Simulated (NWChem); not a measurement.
System: KF; SMILES [K][F]

Here is an NWChem input.

```
start job
memory heap 200 mb stack 900 mb global 1100 mb
geometry units angstroms noautosym nocenter noautoz
  K      0.000000     0.000000    -0.726899
  F      0.000000     0.000000     1.449041
end
basis spherical
  * library pcsseg-1
end
dft
  xc slater vwn_5
  iterations 150
end
property
  shielding
end
task dft property
```

Parts of the log:

```
             Northwest Computational Chemistry Package (NWChem) 7.3.0
             --------------------------------------------------------

                             Geometry "geometry" -> ""
                             -------------------------

 Output coordinates in angstroms (scale by  1.889725989 to convert to a.u.)

  No.       Tag          Charge          X              Y              Z
 ---- ---------------- ---------- -------------- -------------- --------------
    1 K                   19.0000     0.00000000     0.00000000    -0.72689900
    2 F                    9.0000     0.00000000     0.00000000     1.44904100

 Effective nuclear repulsion energy (a.u.)      41.5863073334

                              NWChem Property Module
                              ----------------------

  itol2e modified to match energy
  convergence criterion.

                                 NWChem DFT Module
                                 -----------------

 Summary of "ao basis" -> "ao basis" (spherical)
 ------------------------------------------------------------------------------
       Tag                 Description            Shells   Functions and Types
 ---------------- ------------------------------  ------  ---------------------
 K                          pcsseg-1                14       38   5s6p3d
 F                          pcsseg-1                 7       17   3s3p1d

  itol2e modified to match energy
  convergence criterion.

            General Information
            -------------------
          SCF calculation type: DFT
          Wavefunction type:  closed shell.
          No. of atoms     :     2
          No. of electrons :    28
           Alpha electrons :    14
            Beta electrons :    14
          Charge           :     0
          Spin multiplicity:     1
          Use of symmetry is: off; symmetry adaption is: off
          Maximum number of iterations: 150
          AO basis - number of functions:    55
                     number of shells:    21
          Convergence on energy requested:  1.00D-07
          Convergence on density requested:  1.00D-05
          Convergence on gradient requested:  5.00D-04

              XC Information
              --------------
                        Slater Exchange Functional  1.000 local
                      VWN V Correlation Functional  1.000 local

             Grid Information
             ----------------
          Grid used for XC integration:  fine
          Radial quadrature: Mura-Knowles
          Angular quadrature: Lebedev.
          Tag              B.-S. Rad. Rad. Pts. Rad. Cut. Ang. Pts.
          ---              ---------- --------- --------- ---------
          K                   2.20      140          14.0       974
          F                   0.50       70           8.0       590
          Grid pruning is: on
          Number of quadrature shells:   210
          Spatial weights used:  Erf1

      Superposition of Atomic Density Guess
      -------------------------------------

 Sum of atomic energies:        -698.43951508

      Non-variational initial energy
      ------------------------------

 Total energy =    -698.133731
 1-e energy   =   -1045.453975
 2-e energy   =     305.733936
 HOMO         =      -0.619718
 LUMO         =      -0.052221

   convergence    iter        energy       DeltaE   RMS-Dens  Diis-err
 ---------------- ----- ----------------- --------- --------- ---------
 d= 0,ls=0.0,diis     1   -697.2539647073 -7.39D+02  7.66D-02  1.87D+00
 d= 0,ls=0.5,diis     2   -687.2259257465  1.00D+01  2.40D-02  3.41D+01
 d= 0,ls=0.5,diis     3   -691.6987696668 -4.47D+00  2.22D-02  4.09D+01
 d= 0,ls=0.5,diis     4   -695.0945744403 -3.40D+00  2.41D-02  1.94D+01
 d= 0,ls=0.5,diis     5   -697.0448404902 -1.95D+00  1.35D-02  1.76D+00
 d= 0,ls=0.5,diis     6   -697.3271173231 -2.82D-01  5.85D-03  1.01D-01
  Resetting Diis
 d= 0,ls=0.5,diis     7   -697.3656943799 -3.86D-02  2.65D-03  4.97D-02
 d= 0,ls=0.5,diis     8   -697.3790956927 -1.34D-02  2.02D-03  1.10D-02
 d= 0,ls=0.5,diis     9   -697.3851696187 -6.07D-03  1.33D-03  6.22D-03
 d= 0,ls=0.5,diis    10   -697.3882793364 -3.11D-03  9.76D-04  3.42D-03
 d= 0,ls=0.5,diis    11   -697.3899100038 -1.63D-03  7.29D-04  2.00D-03
 d= 0,ls=0.5,diis    12   -697.3908454284 -9.35D-04  5.47D-04  1.51D-03
 d= 0,ls=0.5,diis    13   -697.3913512470 -5.06D-04  4.34D-04  1.75D-03
 d= 0,ls=0.5,diis    14   -697.3917092850 -3.58D-04  3.77D-04  1.41D-03
 d= 0,ls=0.5,diis    15   -697.3919903749 -2.81D-04  3.01D-04  7.93D-04
 d= 0,ls=0.5,diis    16   -697.3921575732 -1.67D-04  2.47D-04  5.61D-04
 d= 0,ls=0.5,diis    17   -697.3922718216 -1.14D-04  2.03D-04  3.50D-04
 d= 0,ls=0.5,diis    18   -697.3923459579 -7.41D-05  1.63D-04  2.19D-04
 d= 0,ls=0.5,diis    19   -697.3923929000 -4.69D-05  1.33D-04  1.45D-04
 d= 0,ls=0.5,diis    20   -697.3924240297 -3.11D-05  1.07D-04  8.81D-05
 d= 0,ls=0.5,diis    21   -697.3924436072 -1.96D-05  8.65D-05  5.80D-05
 d= 0,ls=0.5,diis    22   -697.3924563764 -1.28D-05  6.99D-05  3.75D-05
 d= 0,ls=0.5,diis    23   -697.3924646825 -8.31D-06  5.66D-05  2.38D-05
 d= 0,ls=0.5,diis    24   -697.3924700593 -5.38D-06  4.57D-05  1.50D-05
 d= 0,ls=0.5,diis    25   -697.3924735291 -3.47D-06  3.68D-05  9.57D-06
 d= 0,ls=0.5,diis    26   -697.3924757554 -2.23D-06  2.97D-05  6.30D-06
 d= 0,ls=0.5,diis    27   -697.3924772048 -1.45D-06  2.40D-05  4.10D-06
 d= 0,ls=0.5,diis    28   -697.3924781504 -9.46D-07  1.94D-05  2.64D-06
 d= 0,ls=0.5,diis    29   -697.3924787665 -6.16D-07  1.57D-05  1.68D-06
 d= 0,ls=0.5,diis    30   -697.3924791654 -3.99D-07  1.26D-05  1.08D-06
 d= 0,ls=0.5,diis    31   -697.3924794236 -2.58D-07  1.02D-05  6.99D-07
 d= 0,ls=0.5,diis    32   -697.3924795912 -1.68D-07  8.23D-06  4.55D-07
 d= 0,ls=0.5,diis    33   -697.3924797002 -1.09D-07  6.65D-06  2.96D-07
 d= 0,ls=0.5,diis    34   -697.3924797711 -7.09D-08  5.37D-06  1.91D-07

         Total DFT energy =     -697.392479817261
      One electron energy =    -1049.170198562152
           Coulomb energy =      351.830883961671
    Exchange-Corr. energy =      -41.639472550137
 Nuclear repulsion energy =       41.586307333359

 Numeric. integr. density =       28.000000552845

                       DFT Final Molecular Orbital Analysis
                       ------------------------------------

 Vector   12  Occ=2.000000D+00  E=-1.718944D-01
              MO Center=  3.4D-09,  3.0D-09,  1.4D+00, r^2= 7.2D-01
   Bfn.  Coefficient  Atom+Function         Bfn.  Coefficient  Atom+Function
  ----- ------------  ---------------      ----- ------------  ---------------
    48      0.342534  2 F  px                45      0.339447  2 F  px
    49      0.311958  2 F  py                46      0.309147  2 F  py
    42      0.192909  2 F  px                43      0.175689  2 F  py
    37     -0.076902  1 K  d  1              35      0.070038  1 K  d -1
    21      0.069658  1 K  px                22      0.063440  1 K  py

 Vector   13  Occ=2.000000D+00  E=-1.718944D-01
              MO Center=  3.5D-09, -3.8D-09,  1.4D+00, r^2= 7.2D-01
   Bfn.  Coefficient  Atom+Function         Bfn.  Coefficient  Atom+Function
  ----- ------------  ---------------      ----- ------------  ---------------
    49      0.342534  2 F  py                46      0.339447  2 F  py
    48     -0.311958  2 F  px                45     -0.309147  2 F  px
    43      0.192909  2 F  py                42     -0.175689  2 F  px
    35      0.076902  1 K  d -1              37      0.070038  1 K  d  1
    22      0.069658  1 K  py                21     -0.063440  1 K  px

 Vector   14  Occ=2.000000D+00  E=-1.716114D-01
              MO Center=  6.2D-10, -1.6D-10,  1.3D+00, r^2= 9.4D-01
   Bfn.  Coefficient  Atom+Function         Bfn.  Coefficient  Atom+Function
  ----- ------------  ---------------      ----- ------------  ---------------
    50      0.485241  2 F  pz                47      0.459980  2 F  pz
    44      0.262520  2 F  pz                 4     -0.188910  1 K  s
     3      0.157947  1 K  s                 17      0.110717  1 K  pz
     5      0.098979  1 K  s                 31     -0.080787  1 K  d  0
     2     -0.066032  1 K  s                 20      0.058773  1 K  pz

 Vector   15  Occ=0.000000D+00  E=-5.178113D-02
              MO Center= -3.1D-07,  2.0D-08, -1.6D+00, r^2= 7.7D+00
   Bfn.  Coefficient  Atom+Function         Bfn.  Coefficient  Atom+Function
  ----- ------------  ---------------      ----- ------------  ---------------
     4      0.694593  1 K  s                  3     -0.419408  1 K  s
     5      0.352830  1 K  s                 23     -0.348228  1 K  pz
     2      0.148656  1 K  s                 17      0.097348  1 K  pz
    20      0.054617  1 K  pz                50      0.052522  2 F  pz
    47      0.049022  2 F  pz                41     -0.042855  2 F  s

 Vector   16  Occ=0.000000D+00  E= 2.487112D-02
              MO Center= -1.4D-07,  4.6D-09, -1.2D+00, r^2= 6.8D+00
   Bfn.  Coefficient  Atom+Function         Bfn.  Coefficient  Atom+Function
  ----- ------------  ---------------      ----- ------------  ---------------
    22      0.994437  1 K  py                35     -0.256570  1 K  d -1
    16     -0.185717  1 K  py                19     -0.148933  1 K  py
    30     -0.087015  1 K  d -1              25     -0.055485  1 K  d -1
    10      0.047656  1 K  py                21      0.046330  1 K  px
     7      0.045153  1 K  py                49     -0.043021  2 F  py

 Vector   17  Occ=0.000000D+00  E= 2.487112D-02
              MO Center=  2.5D-07, -6.6D-09, -1.2D+00, r^2= 6.8D+00
   Bfn.  Coefficient  Atom+Function         Bfn.  Coefficient  Atom+Function
  ----- ------------  ---------------      ----- ------------  ---------------
    21      0.994437  1 K  px                37      0.256570  1 K  d  1
    15     -0.185717  1 K  px                18     -0.148933  1 K  px
    32      0.087015  1 K  d  1              27      0.055485  1 K  d  1
     9      0.047656  1 K  px                22     -0.046330  1 K  py
     6      0.045153  1 K  px                48     -0.043021  2 F  px

     Multipole analysis of the density
     ---------------------------------

     L   x y z        total         alpha         beta         nuclear
     -   - - -        -----         -----         ----         -------
     0   0 0 0     -0.000000    -14.000000    -14.000000     28.000000

     1   1 0 0     -0.000000     -0.000000     -0.000000      0.000000
     1   0 1 0      0.000000      0.000000      0.000000      0.000000
     1   0 0 1     -2.945980     -0.745717     -0.745717     -1.454545

     2   2 0 0    -12.147156     -6.073578     -6.073578      0.000000
     2   1 1 0     -0.000000     -0.000000     -0.000000      0.000000
     2   1 0 1      0.000000      0.000000      0.000000      0.000000
     2   0 2 0    -12.147156     -6.073578     -6.073578      0.000000
     2   0 1 1     -0.000000     -0.000000     -0.000000      0.000000
     2   0 0 2    -16.074369    -59.704663    -59.704663    103.334957

          -----------------------------------------
          Chemical Shielding Tensors (GIAO, in ppm)
          -----------------------------------------

                                NWChem CPHF Module
                                ------------------

  scftype          =     RHF
  nclosed          =       14
  nopen            =        0
  variables        =      574
  # of vectors     =        3
  tolerance        = 0.10D-03
  level shift      = 0.00D+00
  max iterations   =       50
  max subspace     =       30

 SCF residual:    4.9762075679697854E-004

Iterative solution of linear equations
  No. of variables      574
  No. of equations        3
  Maximum subspace       30
        Iterations       50
       Convergence  1.0D-04

   iter   nsub   residual    time
   ----  ------  --------  ---------
     1      3    1.17D-04      12.8
     2      6    1.14D-08      13.7

      Atom:    1  K
        Diamagnetic
   1326.7670     -0.0000     -0.0000
     -0.0000   1326.7670      0.0000
     -0.0000      0.0000   1329.6951

        Paramagnetic
    -89.5097      0.0000      0.0000
      0.0000    -89.5097     -0.0000
      0.0000     -0.0000     -0.0000

        Total Shielding Tensor
   1237.2573      0.0000      0.0000
      0.0000   1237.2573     -0.0000
      0.0000     -0.0000   1329.6951

           isotropic =    1268.0699
          anisotropy =      92.4378

          Principal Components and Axis System
                 1           2           3
             1329.6951   1237.2573   1237.2573

      1         0.0000      0.7034      0.7108
      2        -0.0000      0.7108     -0.7034
      3         1.0000     -0.0000     -0.0000

      Atom:    2  F
        Diamagnetic
    472.6133     -0.0000     -0.0000
     -0.0000    472.6133      0.0000
     -0.0000      0.0000    484.1247

        Paramagnetic
   -521.6135     -0.0000     -0.0000
     -0.0000   -521.6135      0.0000
     -0.0000      0.0000     -0.0000

        Total Shielding Tensor
    -49.0002     -0.0000     -0.0000
     -0.0000    -49.0002      0.0000
     -0.0000      0.0000    484.1247

           isotropic =     128.7081
          anisotropy =     533.1248

          Principal Components and Axis System
                 1           2           3
              484.1247    -49.0002    -49.0002

      1        -0.0000      0.2806      0.9598
      2         0.0000      0.9598     -0.2806
      3         1.0000      0.0000      0.0000
```

Level: LDA (Slater exchange, VWN5)/pcSseg-1, GIAO. Structure relaxed at the B3LYP/6-31G* (spherical d) level. The printed shielding anisotropy is the first printed principal value minus the mean of the other two.
